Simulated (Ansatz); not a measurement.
`C[SiH2][B]([AlH2])[SiH3]` → Al• + B• + C• + 10 H• + 2 Si•  (atomization)

Isolated molecules relaxed with PBE0-D4/def2-TZVP in Ansatz; ΔE leaves out vibrations. CCSD(T)/CBS is the MP2 limit (def2-TZVPP, def2-QZVPP) plus CCSD(T) − MP2 in def2-TZVPP, frozen cores. This one scheme is used for every species, atoms too. DFT in def2-TZVPP. B3LYP here is the variant with VWN-RPA as its local correlation; programs differ in this. Open shells (•) are unrestricted, without spin–orbit coupling. Spin–orbit coupling would lower the free atoms: a little for Al, B, C, Si. Each species was taken in one conformer, which may not be the lowest.

`C[SiH2][B]([AlH2])[SiH3]`:

Z-matrix (Å, degrees):
```
C
Si 1 1.887
H 1 1.092 2 111.3
H 1 1.092 2 109.7 3 -119.7
H 1 1.092 2 110.9 3 120.8
B 2 2.004 1 105.0 3 -60.1
H 2 1.493 1 109.0 3 62.9
H 2 1.493 1 109.5 3 179.5
Si 6 1.996 2 114.0 1 -83.9
Al 6 2.089 2 122.3 1 95.0
H 9 1.491 6 114.3 2 26.1
H 9 1.490 6 116.3 2 152.8
H 9 1.497 6 102.4 2 -90.2
H 10 1.593 6 119.6 2 -82.6
H 10 1.592 6 121.1 2 96.4
```

(1) What is ΔE at CCSD(T)/CBS? (Best estimate.)

(2) What do these levels give: PBE-D4, PBE0-D4, B3LYP-D4, ωB97M-V, B2PLYP, PBE, r2SCAN, SCS-MP2/def2-TZVPP, HF/def2-QZVPP, MP2/def2-QZVPP, SCS-MP2/def2-QZVPP, HF/CBS(def2)? (An estimate is asked.)

Largest T1 diagnostic among the species: 0.018.

Answers

(1) Ansatz gave: +4607.4 kJ/mol.

(2) The calculation gave: PBE-D4 4598.3, PBE0-D4 4588.9, B3LYP-D4 4616.1, ωB97M-V 4616.1, B2PLYP 4544.1, PBE 4563.0, r2SCAN 4622.2, SCS-MP2/def2-TZVPP 4516.7, HF/def2-QZVPP 3564.2, MP2/def2-QZVPP 4541.6, SCS-MP2/def2-QZVPP 4587.4, HF/CBS(def2) 3565.1 kJ/mol.

In def2-TZVPP, CCSD(T) changes the Hartree–Fock value by +944.1 kJ/mol (the triples alone add +41.8 kJ/mol) and MP2 by +921.1 kJ/mol; breaking electron pairs costs correlation energy, which Hartree–Fock lacks. From PBE to PBE0 (25 % exact exchange), in def2-TZVPP and without D4, ΔE moves by −4.7 kJ/mol: exact exchange takes away binding that semilocal exchange gives to molecules.

For atomizations the MP2-based limit and the directly extrapolated one differ by several kJ/mol either way, and by 10 to 25 for some Ge, Se and Sn compounds, so smaller differences from it don't rank the levels.
